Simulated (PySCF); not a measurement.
A calculated (PBEsol, PySCF 2.14, ANO-RCC-VTZP, the spin-free X2C one-electron Hamiltonian (Gaussian nucleus)) atom or ion has these occupied shells.

```
shell  electrons  orbital energy (eV)  rms radius, mean of both spins (bohr)
 1s α          1             -67106.3                                 0.0211
 1s β          1             -67106.3                                 0.0211
 2s α          1             -11532.2                                 0.0854
 2s β          1             -11532.1                                 0.0854
 2p α          3             -10142.6                                 0.0775
 2p β          3             -10142.5                                 0.0775
 3s α          1              -2643.2                                  0.219
 3s β          1              -2643.1                                  0.219
 3p α          3              -2227.4                                  0.220
 3p β          3              -2227.4                                  0.220
 3d α          5              -1726.2                                  0.201
 3d β          5              -1726.1                                  0.201
 4s α          1              -538.67                                  0.488
 4s β          1              -538.58                                  0.488
 4p α          3              -401.48                                  0.520
 4p β          3              -401.39                                  0.520
 4d α          5              -221.92                                  0.564
 4d β          5              -221.80                                  0.564
 5s α          1              -73.780                                   1.17
 5s β          1              -72.689                                   1.17
 5p α          3              -40.752                                   1.38
 5p β          3              -39.236                                   1.38
 4f α          7              -25.277                                  0.726
 4f β          7              -24.989                                  0.726
 6s α          1               -6.579                                   3.38
 5d α          3               -5.177                                   2.42
 6p α          1               -1.817                                   4.05
```

Question: Name the element and its charge.

Answer: Ta (tantalum, neutral), in [Xe] 4f14 5d3 6s1 6p1, one real determinant (an excited configuration).
